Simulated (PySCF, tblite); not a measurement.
Isomers of C5H14NPSi, one GFN2-xTB conformer each. Single-point energies are computed at PBE0/pcSseg-1 (PySCF, gas phase, no added dispersion term), electronic only.

| SMILES | GFN2-xTB relative energy (kcal/mol) |
| --- | --- |
| CN([SiH2]P)C1CCC1 | 0.0 |
| C=CP([SiH3])CN(C)C | 33.4 |
| CC(C)(C)/C=N\[SiH2]P | 3.1 |

Conformers: `[CH3:1][N:2]([SiH2:3][PH2:4])[CH:5]1[CH2:6][CH2:7][CH2:8]1` with C1–N2–Si3–P4 16°, N2–Si3–P4–H 180° and -87°, C1–N2–C5–C6 -174°, N2–C5–C6–C7 -135°, C5–C6–C7–C8 14°, C6–C7–C8–C5 -14°, N2–C5–C8–C7 137°; `[CH2:1]=[CH:2][P:3]([SiH3:4])[CH2:5][N:6]([CH3:7])[CH3:8]` with C1–C2–P3–Si4 75°, C2–P3–C5–N6 -142°, P3–C5–N6–C7 161°; `[CH3:1][C:2]([CH3:3])([CH3:4])/[CH:5]=[N:6]\[SiH2:7][PH2:8]` with C5–N6–Si7–P8 92°, N6–Si7–P8–H 152° and 59°.

Question: What does PBE0/pcSseg-1 give for the same structures?

Answer: 
| SMILES | PBE0/pcSseg-1 E (Eh) | PBE0/pcSseg-1 (kcal/mol) | GFN2-xTB (kcal/mol) | point group |
| --- | --- | --- | --- | --- |
| CC(C)(C)/C=N\[SiH2]P | -883.93321 | 0.0 | 3.1 | C1 |
| CN([SiH2]P)C1CCC1 | -883.91591 | 10.9 | 0.0 | C1 |
| C=CP([SiH3])CN(C)C | -883.88765 | 28.6 | 33.4 | C1 |

GFN2-xTB puts CN([SiH2]P)C1CCC1 lowest instead; measured from each level's own lowest isomer, the values differ by up to 10.9 kcal/mol (CN([SiH2]P)C1CCC1: 0.0 against 10.9). As drawn, the lowest has a C=N bond and a quaternary carbon, which the highest lacks; the highest has a C=C bond outside aromatic rings, which the lowest lacks.

Question: Which frontier levels, dipoles and rotational constants go with these structures?

Answer: 
| SMILES | HOMO (eV, PBE0/pcSseg-1) | LUMO (eV) | dipole (D) | A, B, C (MHz) |
| --- | --- | --- | --- | --- |
| CC(C)(C)/C=N\[SiH2]P | -6.78 | -0.93 | 1.84 | 2588, 724.5, 674.6 |
| CN([SiH2]P)C1CCC1 | -6.24 | 0.65 | 1.51 | 3204, 726.2, 650.3 |
| C=CP([SiH3])CN(C)C | -6.16 | -0.22 | 2.29 | 2375, 873.9, 784.3 |

Question: What happens when harmonic zero-point energies from GFN2-xTB frequencies are added?

Answer: 
| SMILES | ZPE (kcal/mol) | electronic (kcal/mol) | with ZPE (kcal/mol) |
| --- | --- | --- | --- |
| CC(C)(C)/C=N\[SiH2]P | 109.9 | 0.0 | 0.0 |
| CN([SiH2]P)C1CCC1 | 111.7 | 10.9 | 12.6 |
| C=CP([SiH3])CN(C)C | 109.7 | 28.6 | 28.3 |

The zero-point energies span 2.0 kcal/mol. The order is unchanged.
